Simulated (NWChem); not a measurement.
System: C4H3Br; SMILES C#CC(=C)Br

All runs: NWChem. Structure relaxed at the PBE0/def2-SVP level. COSMO at M05-2X/def2-SVP, default radii, gas-phase geometry; f = (ε − 1)/ε scales the surface charges.

```
row            f  electrostatic solvation energy (kcal/mol)
--------  ------  -----------------------------------------
ε = 1.5   0.3333                                      -1.23
ε = 2.4   0.5833                                   withheld
ε = 3.9   0.7436                                      -2.90
ε = 7.6   0.8684                                      -3.45
ε = 11.7  0.9145                                      -3.66
```

### Question
Fit a straight line of the last column on the one before it, predict the withheld value, and compare with the run.

### Answer

1. Means of the 4 shown rows: x = 0.71495, y = -2.810. Slope Σ(x − x̄)(y − ȳ)/Σ(x − x̄)² = -0.8734/0.2098 = -4.162; intercept 0.166.
2. The shown rows scatter about the line by 0.018 (root mean square); the largest residual is +0.03, at ε = 3.9.
3. At x = 0.5833 (ε = 2.4; inside the shown range) the line gives -2.26.
4. The run gives -2.22, +0.04 from the line.
